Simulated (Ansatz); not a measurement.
`F[Si](F)Cl`, charge 0, multiplicity 2.

Give a relaxed structure at PBE0-D4/def2-TZVP (Ansatz). (Estimate.)

Computed: 
Z-matrix (Å, degrees):
```
Si
F 1 1.585
Cl 1 2.036 2 108.9
F 1 1.585 2 107.0 3 -117.6
```
Point group Cs.
